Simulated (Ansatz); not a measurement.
C4H10AlO2 (SMILES CC[O][Al+][O]CC), charge +1, singlet, at a GFN2-xTB geometry (such geometries of metal compounds can be far from the true shape); MP2/3-21G run with Ansatz (an electronic-structure program).

The Ansatz input:
Ansatz 0.2 input:
```yaml
crystal:
  periodic: [false, false, false]
  atoms:
    - {symbol: Al, position_ang: [-0.00822737, 0.03794506, -0.00287840]}
    - {symbol: O, position_ang: [-1.59769997, -0.27851310, -0.17899019]}
    - {symbol: C, position_ang: [-2.64904094, -0.64359554, 0.72362310]}
    - {symbol: C, position_ang: [-2.25755280, -0.30057136, 2.14420338]}
    - {symbol: H, position_ang: [-3.52604352, -0.07364592, 0.40407054]}
    - {symbol: H, position_ang: [-2.83967804, -1.71337710, 0.60644694]}
    - {symbol: H, position_ang: [-2.17390254, 0.78102768, 2.26409564]}
    - {symbol: H, position_ang: [-2.97163523, -0.68578690, 2.86928355]}
    - {symbol: H, position_ang: [-1.27488114, -0.76096394, 2.34600586]}
    - {symbol: O, position_ang: [1.56413623, 0.43331083, 0.16724772]}
    - {symbol: C, position_ang: [2.70016484, 0.40780944, -0.70573709]}
    - {symbol: C, position_ang: [2.24673363, 0.35046993, -2.14798853]}
    - {symbol: H, position_ang: [3.25408716, 1.32792305, -0.49921614]}
    - {symbol: H, position_ang: [3.31076948, -0.45932158, -0.44163272]}
    - {symbol: H, position_ang: [1.72877774, 1.27191146, -2.41982527]}
    - {symbol: H, position_ang: [3.07837069, 0.19351730, -2.83194150]}
    - {symbol: H, position_ang: [1.54777271, -0.49762641, -2.25053307]}
basis:
  gaussian:
    orbitals: 3-21G.json
total_charge: 1
magnetization: {spin_polarized: false}
correlation: {method: mp2}
```
The basis file holds 3-21G in the JSON format of the Basis Set Exchange.

It wrote (shortened):

```
Functional definition: HF
1029 factors; integrals over basis functions are off by at most 9.6e-4 eV
mean field evaluation 1: about -14843.8191 eV, gradient 5.7e1 eV
mean field evaluation 2: about -14844.3747 eV, gradient 5.7e1 eV
mean field evaluation 4: about -14850.4994 eV, gradient 3.7e0 eV
mean field evaluation 8: about -14850.5723 eV, gradient 2.2e-1 eV
mean field evaluation 16: about -14850.5726 eV, gradient 2.8e-6 eV
mean field -14850.57259686 eV, -545.7484768549 hartree, gradient 2.8e-6 eV, S^2 0.000000; 0 other end points of the search recorded, 0 dependent functions left out
11 core orbitals not correlated
reference -14850.57259686 eV, -545.7484768549 hartree; 20, 20 occupied and 56, 56 virtual orbitals, 1029 factors
second order -16.99828028 eV of doubles, -0.00000000 eV of singles
Total energy: -14867.57087714 eV, -546.3731521335 hartree
```
